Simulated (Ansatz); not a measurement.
H2B2Si, SMILES `B1=B[SiH2]1` (charge 0, multiplicity 1).

Z-matrix (Å, degrees):
```
Si
H 1 1.4900
H 1 1.4900 2 104.54
B 1 2.0081 2 150.11 3 -179.94
B 4 1.5291 1 67.62 2 -0.13
```
Charge 0, spin multiplicity 1.

Frozen-core energies in cc-pVDZ from Ansatz (a quantum-chemistry and plane-wave program) at a geometry from B3LYP-D3(BJ)/def2-TZVP; the HF reference has <S^2> = 0.00 (restricted, and unstable towards unrestricted orbitals) and the T1 diagnostic is 0.030.

| level | energy (Ha) |
|---|---|
| HF | -339.19287 |
| MP2 | -339.48335 |
| CCSD | -339.50999 |

### Question
Estimate the energies of CCSD(T), CCSDT and CCSDT(Q), and give each level's difference from CCSDT(Q).

### Answer

```
level     energy (Ha)  difference from CCSDT(Q) (mHa)
--------  -----------  ------------------------------
MP2        -339.48335                           56.47
CCSD       -339.50999                           29.83
CCSD(T)    -339.53642                            3.41
CCSDT      -339.53659                            3.23
CCSDT(Q)   -339.53983                            0.00
```
